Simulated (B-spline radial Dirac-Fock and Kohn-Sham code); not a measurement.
**Dipole and non-dipole photoemission parameters of Au⁺ 4p1/2**

System: gold as Au⁺, configuration [Xe] 4f14 5d10; threshold 645.2 eV (orbital energy of the model). Model: Dirac-Hartree-Slater photoionisation with a Latter tail; cross sections with all multipoles, angular parameters from the dipole term and its interference with E2. Program: an atomic code on a B-spline grid.

For linearly polarised light dσ/dΩ = σ/(4π) [1 + β P₂(cos θ) + (δ + γ cos²θ) sin θ cos φ], with θ from the polarisation vector and φ the angle between the beam and the projection of the electron momentum on the plane normal to the polarisation.

```csv
hν (eV),σ (kb),β,γ,δ
955,40.1,0.775,0.264,0.095
1280,33.5,1.267,0.510,0.038
1470,29.5,1.398,0.492,0.023
2160,19.0,1.601,0.266,0.002
2430,16.3,1.634,0.187,-0.001
3010,?,?,?,?
5414.7,4.35,1.679,0.036,-0.006
5630,4.04,1.676,0.053,-0.006
8640,1.72,1.622,0.371,0.000
9251.7,1.49,1.610,0.443,0.001
10600,1.11,1.585,0.604,0.006
10900,1.04,1.579,0.639,0.007
11200,0.983,1.574,0.674,0.008
```

Problem. Give the values at 3010 eV.

Solution. σ = 11.9 kb, β = 1.671, γ = 0.067, δ = -0.004.

Values without a named source are computed, but for edge energies of neutral atoms, which are taken from tables.
